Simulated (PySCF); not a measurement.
# Ionisation energy of Pb by level of theory

Pb [Xe] 4f14 5d10 6s2 6p2 (3P) → Pb⁺ [Xe] 4f14 5d10 6s2 6p1 (2P), as a difference of total energies. Calculation: PySCF 2.14, in def2-SVP with the def2 core potential (60 electrons) (4s4p2d, 26 functions); a scalar-relativistic core potential. Correlated levels: valence: 5s2 5p6 5d10 frozen. The calculations carry no spin-orbit coupling.

```csv
method,ionisation energy (eV)
UHF,6.570
r2SCAN,7.098
LDA,7.162
MP2 (valence),6.760
SCS-MP2 (valence),6.709
CCSD (valence),6.789
CCSD(T) (valence),6.793
```

Q: How much does correlation contribute at CCSD(T) (valence)?

A: 6.793 − (6.570) = 0.223 eV, measured against UHF.

Spin-orbit coupling is strong in these open shells (close to jj coupling). The scalar numbers leave it out and a first-order estimate fails, so it can dominate the gap to the real levels.

Errors of the correlated levels include the incompleteness of this basis and the frozen core.

For comparison: 7.417 eV (measured; NIST Atomic Spectra Database, ionization energies).
